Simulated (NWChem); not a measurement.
# CH$_{6}$BeSi; SMILES [CH3][Be][SiH3]

```xyz
9

Be     0.0000     0.0000     0.7465
C      0.0000     0.0000     2.4258
H      0.4351    -0.9207     2.8408
H     -1.0149     0.0835     2.8408
H      0.5798     0.8372     2.8408
Si     0.0000     0.0000    -1.4438
H     -1.3284     0.3729    -2.0218
H      0.3413    -1.3369    -2.0218
H      0.9872     0.9640    -2.0218
```
Atoms are numbered in this order, from 1.

Results from NWChem. Structure relaxed at the B3LYP/6-31G* (spherical d) level. Level: PBE0/def2-SVPD; rows give the wavelength of the field.

```
field    isotropic polarisability (bohr³)  anisotropy (bohr³)
-------  --------------------------------  ------------------
static                               62.2                18.3
1065 nm                              63.0                18.7
589 nm                               65.0                19.9
```
